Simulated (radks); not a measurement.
Results of a calculation; reference values are marked as such.
Dipole-allowed excitations along the series with 28 electrons in [Ar] 3d10. Level of theory: scalar-relativistic Kohn-Sham, LDA (Slater exchange, Perdew-Wang correlation), spin-unpolarised, spherical densities, finite nucleus; Fermi nuclear charge, rms radius of each element as measured or else 0.836 A^(1/3) + 0.57 fm (a radial shooting solver on a logarithmic mesh with Libxc functionals). Time-dependent linear response with the Hartree and adiabatic LDA kernel, continuum included through the Sternheimer equations, no spin-orbit coupling, so fine structure and intercombination lines are absent. Lines are the poles of the dipole polarisability below minus the highest occupied eigenvalue, found on a grid refined at the orbital gaps; the lowest seven at most are given, and weak or close lines can be missed. The first line takes the name of the lowest orbital gap if no other gap lies below it; otherwise a line is named after a gap within 0.6 % of it, if that gap stands alone.

| species | -e(HOMO) (eV) | lowest orbital gap (eV) | first line (eV) | f | strongest line (eV) | its f | static alpha (bohr^3) |
|---|---|---|---|---|---|---|---|
| Cu+ | 14.007 | 3d-4p 7.380 | 7.854 (3d-4p) | 0.362 | the first | 0.362 | 8.170 |
| Zn2+ | 31.226 | 3d-4p 15.534 | 16.153 (3d-4p) | 0.470 | the first | 0.470 | 2.999 |
| Ga3+ | 52.851 | 3d-4p 25.681 | 26.421 (3d-4p) | 0.526 | the first | 0.526 | 1.491 |
| Ge4+ | 78.389 | 3d-4p 37.564 | 38.421 (3d-4p) | 0.552 | the first | 0.552 | 0.8723 |
| As5+ | 107.57 | 3d-4p 51.034 | 52.012 (3d-4p) | 0.562 | 84.625 (3d-4f) | 0.597 | 0.5642 |
| Se6+ | 140.22 | 3d-4p 66.004 | 67.106 (3d-4p) | 0.564 | 107.23 (3d-4f) | 0.864 | 0.3903 |
